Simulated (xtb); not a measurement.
BrGeH3Se, SMILES [Se](Br)[GeH3]. All values are semi-empirical tight-binding results from xtb (GFN2-xTB unless named), good for trends rather than for accurate numbers. Geometry optimised at GFN2-xTB. The structure was generated by enumeration, and PubChem lists no compound with its InChIKey, so it may never have been made.

Optimised geometry:

Bond lengths (Å): Se1–Br2 2.301, Se1–Ge3 2.341, Ge3–H4 1.499, Ge3–H5 1.500, Ge3–H6 1.502. Bond angles (°): Br2–Se1–Ge3 95.6, Se1–Ge3–H4 106.7, Se1–Ge3–H5 109.8, Se1–Ge3–H6 110.6, H4–Ge3–H5 110.6, H4–Ge3–H6 110.2, H5–Ge3–H6 108.9.
Charge 0, spin multiplicity 1.

For metal compounds this method's bond lengths and energies can be far off.

### Question
Estimate the properties. (An estimate is asked for; the answer gives what the named calculation found.)

### Answer

The orbital gap is 2.66 eV and the zero-point energy is 14.3 kcal/mol. The G − E(el) at 298.15 K (modified RRHO) is -6.4 kcal/mol.

Computed atomic charges and the Wiberg bond orders between heavy atoms:
charges (e) Se1 -0.09, Br2 -0.06, Ge3 0.15, H4 -0.01, H5 0.01, H6 0.01. Bond orders Se1–Br2 1.27, Se1–Ge3 1.00.
